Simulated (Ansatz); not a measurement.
Consider the ligand exchange at the Al–C bond: `O=[C]([AlH2])O[SiH3]` + `C[SiH2]BN` → `C[SiH2]B[NH][AlH2]` + `O=CO[SiH3]`.

Program: Ansatz. Geometries: PBE0-D4/def2-TZVP. ΔE: electronic, gas phase. CCSD(T)/CBS is the MP2 limit (def2-TZVPP, def2-QZVPP) plus CCSD(T) − MP2 in def2-TZVPP, frozen cores. DFT in def2-TZVPP. B3LYP here is the variant with VWN-RPA as its local correlation; programs differ in this. One conformer a species, not always the lowest.

| species | B3LYP-D4 energy (Eh) |
| --- | --- |
| `O=[C]([AlH2])O[SiH3]` | -723.65988 |
| `C[SiH2]BN` | -412.15846 |
| `C[SiH2]B[NH][AlH2]` | -655.23405 |
| `O=CO[SiH3]` | -480.61380 |

**Question.** Work out ΔE.

**Answer.** ΔE = (-655.23405) + (-480.61380) − (-723.65988) − (-412.15846) = -0.02951 Eh = -77.5 kJ/mol. CCSD(T)/CBS gives -79.1 kJ/mol.

Largest T1 diagnostic among the species: 0.016.

The D4 term adds −4.3 kJ/mol with B3LYP and −2.5 kJ/mol with PBE0; it sums over pairs of atoms, weighted by their polarisabilities, and B3LYP, whose exchange is more repulsive, gets the larger term. In def2-TZVPP, CCSD(T) changes the Hartree–Fock value by +7.9 kJ/mol (the triples alone add +1.8 kJ/mol) and MP2 by +4.2 kJ/mol. From PBE to PBE0 (25 % exact exchange), in def2-TZVPP and without D4, ΔE moves by −6.9 kJ/mol.
